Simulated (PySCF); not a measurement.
**Peak assignment**

Structure with atom numbers: `[CH:1]#[C:2]/[CH:3]=[C:4]1\[C:5](=[CH2:6])[CH2:7][C@H:8]1[SiH2:9][Cl:10]` (H(Xn): hydrogen on atom n). Ha(C6) is cis to C4; Ha(C7) is cis to Si9 on the ring; Ha(Si9) is pro-R; Hb(Si9) is pro-S; Hb(C6) is trans to C4; Hb(C7) is trans to Si9 on the ring.

Computed data (PySCF 2.14.0 with density-fitted response routines): GFN2-xTB geometry, shieldings: GIAO PBE0/pcSseg-1. Relativity neglected, single conformer, isolated molecule.

References, each an isolated molecule treated in the same way: ¹³C (σref 186.93) and ¹H (σref 31.72) against TMS.

Task: Assign these signals to the numbered atoms. ¹³C{¹H} NMR (computed): δ 160.8, 151.5, 121.1, 105.8, 97.7, 85.9, 32.7, 31.6.

Result: 
| δ (ppm) | atoms | environment | reason |
| --- | --- | --- | --- |
| 160.8 | C4 | fully substituted alkene carbon | an sp2 carbon of a C=C bond |
| 151.5 | C5 | fully substituted alkene carbon | – |
| 121.1 | C6 | terminal =CH2 carbon | an sp2 carbon of a C=C bond |
| 105.8 | C3 | alkene CH | an sp2 carbon of a C=C bond |
| 97.7 | C1 | terminal alkyne carbon | sp carbons lie upfield of alkene carbons because the cylindrical π system leaves one tensor component strongly shielded |
| 85.9 | C2 | alkyne carbon | the triple bond shields along its axis, which puts it between sp3 and sp2 carbons |
| 32.7 | C8 | allylic sp3 CH bonded to Si | – |
| 31.6 | C7 | allylic sp3 CH2 | a saturated carbon with 2 carbon neighbours and no heteroatom attached |

C8 and C7 lie closer than the usual error of such a calculation, so a measured spectrum could show them in the other order.

Task: Assign these signals to the numbered atoms. ¹H NMR (400 MHz, computed): δ 6.56 (br s, 1H), 5.58 (br s, 1H), 5.31 (d, 1H), 5.10 (m, 1H), 4.80 (m, 1H), 3.25 (d, 1H), 3.09 (m, 1H), 2.99 (m, 1H), 2.74 (m, 1H).

Result: 
```tsv
δ (ppm)	atoms	environment	reason
6.56	Ha(C6)	hydrogen on a terminal =CH2 carbon	olefinic region
5.58	Hb(C6)	hydrogen on a terminal =CH2 carbon	–
5.31	H(C3)	hydrogen on an alkene CH	a vinylic proton, deshielded by the sp2 carbon and the C=C anisotropy
5.10	Ha(Si9)	hydrogen on a silicon bonded to C, Cl	–
4.80	Hb(Si9)	hydrogen on a silicon bonded to C, Cl	–
3.25	H(C1)	hydrogen on a terminal alkyne carbon	it lies on the axis of the triple bond, in its shielding cone
3.09	Hb(C7)	hydrogen on an allylic sp3 CH2	allylic position
2.99	H(C8)	hydrogen on an allylic sp3 CH bonded to Si	allylic position
2.74	Ha(C7)	hydrogen on an allylic sp3 CH2	allylic position
```

Hb(C7) and H(C8) lie closer than the usual error of such a calculation, so a measured spectrum could show them in the other order.

Shifts are as computed. Against solution values, carbons near 30 ppm lie about +3 ppm off and those near 130 ppm about +5 ppm. Of 1309 compounds with measured shifts, 239 miss one by over three times the rms of a fit or turn the order of signals round; such compounds aren't used in these exercises. Multiplicities follow the n + 1 count of equivalent neighbours, as no J values were calculated; m marks all less simple cases, F and P coupling included.
